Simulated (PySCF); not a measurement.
Bonds: Ge1-O2 1.778 Å, Ge1-O4 1.767 Å. Ge1 carries H6, H7; O2 carries H3; O4 carries H5.

Geometry: PBE0-D3(BJ)/def2-SVP; GIAO absolute shieldings from PySCF, gas phase, non-relativistic, averaged over equivalent atoms.

At PBE0/pcSseg-1 (pcSseg-2 on Ge) (117 basis functions, 6.7 s wall time on 1 thread of an Arm Neoverse V1, shared host):
```csv
atoms,σ (ppm)
Ge1,1317.0
O2/O4,313.1
H6/H7,25.56
H3/H5,30.98
```

Task: What do these become at PBE/pcSseg-1 (pcSseg-2 on Ge)?

Result: 
| atoms | σ at PBE/pcSseg-1 (pcSseg-2 on Ge) | change |
| --- | --- | --- |
| Ge1 | 1242.1 | -74.9 |
| O2/O4 | 301.0 | -12.1 |
| H6/H7 | 25.12 | -0.44 |
| H3/H5 | 31.01 | +0.03 |

The largest change is at Ge1 (germanium bonded to 2 O, 2 H). Cost: 117 basis functions, 9.3 s wall time on 1 thread of an Arm Neoverse V1, shared host.

Relativistic effects, spin–orbit coupling among them, are left out; they matter for Ge and for the light atoms bonded to it.
